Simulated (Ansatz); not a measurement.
`[NH]=[Nb]([NH2])([NH2])[NH2]`, charge 0, multiplicity 1.

Problem. Give a relaxed structure at PBE0-D4/def2-TZVP (the Gaussian-basis code of Ansatz). (Best estimate.)

Solution. Ansatz gave: 
```xyz
12

N    -1.059   -0.164   -1.598
Nb   -0.095   -0.015   -0.144
N     1.666    0.775   -0.634
N     0.148   -1.830    0.639
N    -1.061    1.171    1.132
H    -1.613   -0.250   -2.434
H     2.227    1.327   -0.001
H     2.022    0.874   -1.572
H     0.947   -2.095    1.198
H    -0.365   -2.656    0.372
H    -1.854    1.752    0.905
H    -0.964    1.110    2.136
```
Point group C3.
This is one stationary point; other conformers may exist.
